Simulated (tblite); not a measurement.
Compound: C₇H₁₀F₃P.
Bonds: C1–C2, C2–C3 (double), C3–C4, C4–P5, P5–C6, C6–C7, C7–F8, C7–F9, C7–F10, P5–C11, C2–C11. Hydrogens: H12, H13, H14 on C1; H15 on C3; H16, H17 on C4; H18, H19 on C6; H20, H21 on C11.

Computed geometry: GFN2-xTB, gas phase.

Some entries are withheld. Bonds in one row agree within 0.01 Å.

```
            coordinate    value
                 C1–C2  1.491 Å
                 C2=C3        ?
                 C3–C4  1.498 Å
                 C4–P5  1.867 Å
                 P5–C6  1.885 Å
                 C6–C7        ?
  C7–F8, C7–F9, C7–F10        ?
                P5–C11  1.864 Å
                C2–C11        ?
C1–H12, C1–H13, C1–H14  1.089 Å
                C3–H15  1.078 Å
        C4–H16, C4–H17  1.094 Å
        C6–H18, C6–H19  1.092 Å
      C11–H20, C11–H21  1.093 Å
              C1–C2–C3   126.5°
             C1–C2–C11   118.2°
             C3–C2–C11   115.3°
              C2–C3–C4   116.8°
              C3–C4–P5        ?
              C4–P5–C6    95.1°
             C4–P5–C11    90.3°
             C6–P5–C11        ?
              P5–C6–C7   109.6°
              C6–C7–F8   113.0°
              C6–C7–F9   112.4°
              F8–C7–F9   106.3°
             C2–C11–P5        ?
```

Q: Estimate the withheld lengths and angles.

A: 
- C2=C3 = 1.324 Å, drawn double (fully substituted alkene carbon to alkene CH carbon); 0.14 Å below the sum of covalent radii, 1.46 Å.
- C6–C7 = 1.503 Å, drawn single (sp3 carbon bound to phosphorus to CF3 carbon); 0.02 Å below the sum of covalent radii, 1.52 Å.
- C7–F8, C7–F9, C7–F10 = 1.344 Å, drawn single (CF3 carbon to fluorine of a CF3 group); 0.01 Å above the sum of covalent radii, 1.33 Å.
- C2–C11 = 1.505 Å, drawn single (fully substituted alkene carbon to sp3 carbon bound to phosphorus); 0.02 Å above the sum of covalent radii, 1.49 Å.
- C3–C4–P5 = 106.2°, at the sp3 carbon bound to phosphorus, inside a 5-membered ring; the outer atoms are 2.700 Å apart.
- C6–P5–C11 = 98.0°, at the phosphine phosphorus; the outer atoms are 2.828 Å apart.
- C2–C11–P5 = 106.8°, at the sp3 carbon bound to phosphorus, inside a 5-membered ring; the outer atoms are 2.713 Å apart.

Radii are Cordero's, carbon taken as 0.76, 0.73 or 0.69 Å for four, three, and two or fewer neighbours.

Its GFN2-xTB frequencies are all real (lowest 20 cm⁻¹). The numbers are those of one conformer (C4–P5–C6–C7 -178°, C2–C3–C4–P5 15°, C3–C4–P5–C6 79°, C4–P5–C11–C2 19°, C1–C2–C11–P5 167°). 3 starts were optimised and ended at 0.00, 0.01 and 1.90 kcal/mol (GFN2-xTB); the lowest of these is shown.
